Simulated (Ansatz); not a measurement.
Al6As6H18, a cluster cut from wurtzite AlAs (hydrogen-capped), relaxed as a singlet with RKS PBE-D4/def2-SVP in Ansatz, starting from the GFN2-xTB geometry. Force threshold 0.03 eV/Å.

Start:

Cartesian coordinates in Å:
```
As 2.226 -1.215 -1.060
Al 2.238 1.321 -0.856
Al -0.581 0.123 -3.294
As 0.068 1.993 -1.771
As 1.866 1.158 1.658
Al -1.025 3.133 0.162
Al 0.131 -2.606 -0.639
As -1.711 -1.310 -1.593
As 0.177 -2.039 1.843
Al -0.282 0.305 2.714
Al -3.175 -0.925 0.389
As -2.058 1.138 1.251
H 3.075 -1.749 -2.171
H 3.237 -1.703 -0.034
H 3.618 1.946 -1.192
H 0.804 -0.644 -3.610
H -1.492 0.543 -4.484
H 0.590 3.108 -2.660
H 2.948 0.211 2.158
H 2.486 2.288 2.418
H 0.206 3.531 1.133
H -2.037 4.250 -0.230
H 0.398 -4.116 -0.876
H -2.312 -2.486 -2.343
H 1.599 -2.358 2.284
H -0.351 -3.134 2.715
H -0.244 0.390 4.263
H -4.684 -0.747 0.053
H -2.753 -2.089 1.430
H -2.961 1.682 2.344
```

Estimate the energy that the relaxation releases and the steps that it takes.

7.7 kcal/mol, in 7 steps; 19 s on 2 threads of AMD EPYC 7R13 on a shared host and a share (18 GiB) of an NVIDIA H100 80GB HBM3. The force fell under the threshold at step 5, but the optimiser went on and released 0.003 eV more. No frequencies were taken in this run, so the end may be a saddle point.

Does the start keep its bonding and symmetry?

By distances, no bond broke or formed. The bond that changes most is Al11–H28, from 1.56 to 1.60 Å (atoms count from 1). Point group Cs at the start, Cs at the end, both within 0.05 Å.

Predict the relaxed structure.


```xyz
30

As    2.3620   -1.2985   -1.0617
Al    2.3634    1.2087   -0.7532
Al   -0.6697    0.1726   -3.2539
As    0.2137    1.9431   -1.6854
As    1.9915    1.1738    1.7450
Al   -1.1097    3.1341    0.1053
Al    0.3177   -2.6878   -0.5394
As   -1.5503   -1.4162   -1.4999
As    0.2469   -2.1495    1.9278
Al   -0.1171    0.2115    2.7493
Al   -3.1999   -0.8465    0.3250
As   -1.9244    1.0845    1.3348
H     2.8158   -1.6144   -2.4783
H     3.5600   -1.8853   -0.3163
H     3.7699    1.8535   -1.1436
H     0.6255   -0.5381   -3.9079
H    -1.8728    0.7559   -4.1365
H     0.7284    3.0547   -2.5994
H     3.1985    0.5157    2.4124
H     2.1892    2.5816    2.2852
H    -0.0289    3.8461    1.0725
H    -2.3420    3.9261   -0.5437
H     0.5693   -4.2410   -0.8053
H    -2.2139   -2.5430   -2.2911
H     1.5052   -2.7093    2.5900
H    -0.7702   -3.0609    2.5967
H    -0.1152    0.2931    4.3429
H    -4.5807   -0.3379   -0.3088
H    -3.1256   -2.0497    1.4010
H    -2.8368    1.6233    2.4364
```
Bond lengths (bridged metal pairs left out): 15 × Al–As 2.46 to 2.53 Å; 9 × As–H 1.52 to 1.53 Å; 9 × Al–H 1.60 to 1.62 Å.
